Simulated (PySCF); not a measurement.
## Calculated NMR parameters of Fc1cccc(O[SiH3])c1

| Property | Result |
| --- | --- |
| Formula | C6H7FOSi |
| SMILES | Fc1cccc(O[SiH3])c1 |
| InChI | InChI=1S/C6H7FOSi/c7-5-2-1-3-6(4-5)8-9/h1-4H,9H3 |
| Point group of the computed structure | Cs |
| Degrees of unsaturation | 4 |
| Carbon signals | 6 |
| Proton signals | 5 |

Structure with atom numbers: `[F:1][c:2]1[cH:3][cH:4][cH:5][c:6]([O:7][SiH3:8])[cH:9]1`. Hydrogens are named by the atom that carries them.

PySCF 2.14.0 with density-fitted response routines calculation with shielding tensors at PBE0/pcSseg-1 (GIAO) and GFN2-xTB structure; a single conformation, one averaged value for each set of equivalent atoms, no solvent model, non-relativistic.

Scale: TMS for 1H (31.72 ppm), 13C (186.93 ppm), 29Si (349.16 ppm); CFCl3 for 19F (170.95 ppm); 17O (336.08 ppm) against H2O (reference shieldings calculated alike).

```tsv
carbon	δC, type	δH (multiplicity)	HMBC from (2–3 bonds)	span of the C tensor (ppm)
C2	173.5, C	–	H(C4), H(C3), H(C9)	155
C3	113.6, CH	6.97 (m)	H(C4), H(C5), H(C9)	179
C4	136.4, CH	7.56 (m)	H(C5), H(C3)	236
C5	121.1, CH	7.03 (d)	H(C4), H(C3), H(C9)	186
C6	163.5, C	–	H(C4), H(C5), H(C9), H(Si8)	183
C9	106.7, CH	6.54 (m)	H(C5), H(C3)	147
```

Other nuclei:
```tsv
atoms	nucleus	environment	δ (ppm)	σ (ppm)
H(Si8)	1H	hydrogen on a silicon bonded to O	5.14	26.57
F1	19F	aryl fluorine	-114.8	285.7
Si8	29Si	silicon bonded to O, 3 H	-42.5	391.6
O7	17O	oxygen bonded to C, Si	96.0	240.1
```

- Carbon types of the structure: 2 × C, 4 × CH, leaving 3 H on heteroatoms.
- δC 173.5: aromatic carbon bearing fluorine; an ipso carbon deshielded by its heteroatom.
- δC 163.5: aromatic carbon bearing oxygen; an ipso carbon deshielded by its heteroatom.
- δC 136.4, 121.1, 113.6, 106.7: aromatic CH.
- δH 7.56, 7.03, 6.97, 6.54: hydrogen on an aromatic CH.
- δH 5.14: hydrogen on a silicon bonded to O.

Splittings by 19F in the carbon and heteronuclear signals aren't shown, as no couplings were computed. Shifts are as computed. Against solution values, carbons near 30 ppm lie about +3 ppm off and those near 130 ppm about +5 ppm. Of 1211 compounds with measured shifts, 218 miss one by over three times the rms of a fit or turn the order of signals round; such compounds aren't used in these exercises. Unscaled 19F shifts against computed CFCl3 carry errors that often reach 10 to 50 ppm. Experimental scales use liquid or dissolved standards, which lie at an offset from isolated H2O (liquid H2O: subtract about 36 ppm). No couplings were computed; multiplicities are counted from neighbouring protons, with m where these are inequivalent, close in shift, in a saturated or five-membered ring or joined by F or P, and br s for small geminal =CH2 splittings.
